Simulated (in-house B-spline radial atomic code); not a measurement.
Values are calculated unless marked as measured or tabulated.
Two electrons in Ge: a Gaussian well −V exp(−r²/w²) with V = 35.9 meV and w = 40.7 nm

For Ge the NSM archive of the Ioffe Institute lists m_l = 1.6 m0, m_t = 0.08 m0 and ε = 16.2; the model takes one isotropic valley with the conductivity mass 3/(1/m_l + 2/m_t) = 0.117 m0, and so misses anisotropy and the other valleys. All triplets below are those of one valley; with several valleys two electrons can form a triplet in the 1s orbital itself, at an energy set by the valley splitting.

Effective-mass model with parabolic bands, a uniform dielectric constant, no image charges, no central-cell or spin-orbit terms. Two-electron levels come from full CI in B-splines with partial waves to l = 5 (up to 0.001 effective hartree above the limit).

Q: What are the effective units, and what is the potential in them?

A: Ha* = 27211.386 meV × 0.117/16.2² = 12.13 meV and a* = 0.0529177 nm × 16.2/0.117 = 7.327 nm. V = 2.96 Ha* and w = 5.56 a*.

In these units the lowest s and p orbitals lie at -2.334405 and -1.938916, and their Coulomb and exchange integrals are J_ss = 0.503996, J_sp = 0.413272 and K_sp = 0.08116. Full CI gives -4.229215 for the ground singlet, -3.958340 for the sp triplet, -3.843231 for the sp singlet and -3.618135 for the lowest triplet of two s orbitals.

Q: What does it cost to add the second electron, to first order and exactly?

A: To first order E = 2ε_s + J_ss = -4.164814, so the charging energy E(2) − 2E(1) is J_ss = 6.114 meV. CI gives -4.229215 − 2 × (-2.334405) = 0.439595, or 5.333 meV: relaxation and correlation lower it by 0.7813 meV, 12.8 % of J_ss. The s² configuration of one-electron orbitals holds 93.8 % of the state, and the mean radius is 14.6 nm. The second electron is bound by ε_s − E = 22.99 meV, against 28.32 meV for the first.

Q: How far above the singlet do the triplets lie?

A: To first order the sp triplet lies at ε_s + ε_p + J_sp − K_sp = -3.941208, which is 2.713 meV above 2ε_s + J_ss. CI gives -3.958340 − (-4.229215) = 0.270875, or 3.286 meV, 68 % of the orbital spacing of 4.798 meV. The ss triplet lies 7.413 meV up, so the lower of the two is the sp one, and its gap equals k_BT at 38.1 K. The sp singlet-triplet splitting is 1.396 meV, against 2K_sp = 1.969 meV.
